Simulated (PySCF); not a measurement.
Input for PySCF: R-MP2/6-31G* on GaH4NO (SMILES [NH2][GaH][OH]), a point of a torsion scan.

```python
from pyscf import gto, scf, dft, mp
from pyscf.data.elements import chemcore

mol = gto.M(
    atom='''
    N     1.46708005   -0.22824986   -0.02386591
    Ga   -0.11818474    0.61107959    0.30936988
    O    -0.05364052    1.61698287    1.70185219
    H     2.04449331   -0.43550993    0.78495973
    H     1.53688156   -0.99861881   -0.67820213
    H    -1.35951916    0.54767502   -0.58500825
    H    -0.61050363    2.24043868    2.15849835
    ''',
    basis='6-31g*',
    cart=True,
    charge=0, spin=0, verbose=3, max_memory=1800)
mf = scf.RHF(mol)
mf.conv_tol = 1e-8
mf.max_cycle = 100
mf.kernel()
if not mf.converged:
    mf = mf.newton().run(mf.mo_coeff, mf.mo_occ)
pt = mp.MP2(mf, frozen=chemcore(mol)).run()
```

Output:

```
converged SCF energy = -2054.62631103783
E(RMP2) = -2055.22132195494  E_corr = -0.59501091711356
E(SCS-RMP2) = -2055.19042040166  E_corr = -0.564109363836459
```

Self-consistency was reached.

Cost: roughly 1.0 core-seconds.
